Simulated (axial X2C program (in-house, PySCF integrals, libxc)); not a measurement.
## Low determinants of WSi⁻ at the PBE0 level, with spin–orbit coupling

Calculated with an axial X2C code built on PySCF integrals. Two-component (2c) means X2C with spin–orbit coupling and atomic mean-field two-electron Coulomb and Gaunt terms. Basis: W dyall-acv3z [14s15p10d7f4g], Si dyall-av3z [9s8p3d2f] (cores contracted in-house); Gaussian nuclei, density fitting, unrestricted open shells. Masses: W 183.951 u, Si 27.977 u.

Search at 2.291 Å (vertical energies from the lowest determinant):

| ΔE (eV) | state | electrons beyond evenly filled partner blocks | electrons in ±ω = 1/2, 3/2, 5/2, 7/2 |
| --- | --- | --- | --- |
| 0.00 | Ω = 3/2 | ω = 1/2, ω = -3/2, ω = 5/2 | 53 25 9 2 |
| 0.49 | Ω = 3/2 | ω = 3/2 | 54 25 8 2 |
| 0.76 | Ω = 5/2 | ω = 5/2 | 54 24 9 2 |
| 0.84 | Ω = 1/2 | ω = -1/2, ω = -3/2, ω = 5/2 | 53 25 9 2 |
| 1.00 | Ω = 9/2 | ω = 1/2, ω = 3/2, ω = 5/2 | 53 25 9 2 |
| 1.09 | Ω = 5/2 | ω = 5/2 | 52 26 9 2 |
| 1.11 | Ω = 1/2 | 2 × ω = 3/2, ω = -5/2 | 54 24 9 2 |

Lowest determinant, Ω = 3/2 (⟨Sz⟩ = 1.47, ⟨Lz⟩ = 0.03 at PBE0): Re = 2.282 Å, ωe = 368.2 cm⁻¹.

The determinant in row 2 of the search, Ω = 3/2 (⟨Sz⟩ = -0.45, ⟨Lz⟩ = 1.95 at PBE0), was followed along the bond at PBE0; measured from the minimum of the lowest determinant it gives:

Te = 0.450 eV (3628 cm⁻¹), Re = 2.212 Å, ωe = 424.2 cm⁻¹.

Task: Compare the bond of the determinant in row 2 with that of the lowest one.

Result: At PBE0 its Re is 0.070 Å shorter and its force constant, which goes as ωe², is 1.33 times that of the lowest determinant. T0 ≈ Te + Δωe/2 = 3628 + (28) = 3656 cm⁻¹.

The search compares states at one distance, so a state with another bond length can lie lower; it is not exhaustive and yields mostly the lowest determinant of each block pattern, so other components and higher states of one pattern are missing. These are energies of single determinants, not of spin-adapted states; PBE0 term energies can be off by some tenths of an eV, and the functional has no current term. The lowest determinant need not be the ground state where others lie within half an eV. For an anion, determinants above electron detachment are held by the basis set.
